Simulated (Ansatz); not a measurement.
Molecule: CH6ClSi2 (charge -1, singlet). It need not be the lowest isomer of its formula. Whether it binds its extra electron was not tested at this geometry. 
Coordinates optimised at B3LYP-D3(BJ)/def2-TZVP (Ansatz, a first-principles code):
```
C
H 1 1.0919
H 1 1.0920 2 107.97
Si 1 1.8222 2 112.14 3 -123.07
H 4 1.4771 1 114.34 2 -59.19
H 4 1.4789 5 110.39 1 129.41
Si 1 2.0043 2 108.68 3 119.52
H 7 1.5369 1 95.58 2 56.74
H 7 1.5430 8 93.35 1 -96.59
Cl 4 2.1840 5 101.41 6 106.42
```
Charge -1, spin multiplicity 1.

Basis-set convergence of Hartree-Fock and CCSD correlation energies (hartree) with Ansatz. Cores are frozen in the correlated levels unless marked. No spin-orbit coupling. Non-relativistic.

```tsv
basis	functions	E(HF)	E(corr, CCSD)
aug-cc-pV(D+d)Z	173	-1078.79199	-0.59670
aug-cc-pV(T+d)Z	349	-1078.83852	-0.70839
aug-cc-pV(Q+d)Z	623	-1078.84978	-0.74343
```

Extrapolating the two largest sets (X = 3 and 4) as X^-3: E(corr) = (64·(-0.74343) - 27·(-0.70839))/37 = -0.7690 Eh, an estimate of the basis-set limit. The largest set recovers 96.7 % of it, the smallest 77.6 %.
